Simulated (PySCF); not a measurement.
HO₄S, SMILES [O]S(=O)(=O)O (connectivity only; charge and spin as stated), charge -1, multiplicity 1.

The structure is a stationary point at PBE0-D3(BJ)/def2-SVPD. The spin state was assumed, not searched. The isomer is the one that the SMILES or the coordinates give; other isomers of the formula were not compared. Other conformers were not sampled.

The numbers are results of PySCF with SMD-B3LYP/def2-SVPD, not measurements.

Solvation free energies are E(SMD) − E(gas) at the gas-phase geometry, for 1 M in both phases.

Computed solvation free energies in water, dimethylsulfoxide, toluene:
```tsv
solvent	ΔG(solv) (kcal/mol)	its non-electrostatic (CDS) part
water	-65.5	0.5
dimethylsulfoxide	-56.5	-4.3
toluene	-32.8	-2.4
```
